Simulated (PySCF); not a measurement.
## Oxygen: a sound run and one with changed settings

Sound run: O⁺ [He] 2s2 2p3, O²⁺ [He] 2s2 2p2. Calculation: PySCF 2.14, in def2-SVP (3s2p1d, 14 functions); no relativity, point nucleus. In the sound run the correlated levels freeze 1s2. The sound run starts from symmetry-adapted Hartree-Fock orbitals and uses a fine grid where one is needed.

A second run was set up differently.

```
species   method  sound run (hartree)  changed run (hartree)  converged
     O⁺      UHF            -74.27607              -74.27607        yes
     O⁺     TPSS            -74.49977              -74.49977        yes
     O⁺    M06-L            -74.48301              -74.48301        yes
     O⁺      MP2            -74.34500              -74.34228        yes
     O⁺  CCSD(T)            -74.36051              -74.36051        yes
    O²⁺      UHF            -72.99987              -72.99987        yes
    O²⁺     TPSS            -73.19853              -73.19853        yes
    O²⁺    M06-L            -73.18338              -73.18338        yes
    O²⁺      MP2            -73.05473              -73.05226        yes
    O²⁺  CCSD(T)            -73.07812              -73.07812        yes
```

Ionisation energy of O⁺:

```json
{"method": "UHF", "sound run (eV)": "34.727", "changed run (eV)": "34.727"}
{"method": "TPSS", "sound run (eV)": "35.409", "changed run (eV)": "35.409"}
{"method": "M06-L", "sound run (eV)": "35.365", "changed run (eV)": "35.365"}
{"method": "MP2", "sound run (eV)": "35.110", "changed run (eV)": "35.103"}
{"method": "SCS-MP2", "sound run (eV)": "34.912", "changed run (eV)": "34.914"}
{"method": "CCSD", "sound run (eV)": "34.897", "changed run (eV)": "34.897"}
{"method": "CCSD(T)", "sound run (eV)": "34.896", "changed run (eV)": "34.896"}
```

(1) What was changed?
A. angular grid far too coarse
B. level shift left on
C. radial grid too coarse
D. too few SCF iterations

Answers

(1) B. It used initial guess minao, at most 50 SCF cycles, level shift 0.1 hartree. A level shift leaves the converged SCF energy unchanged but raises the virtual orbital energies, which shrinks MP2 if it is not removed.
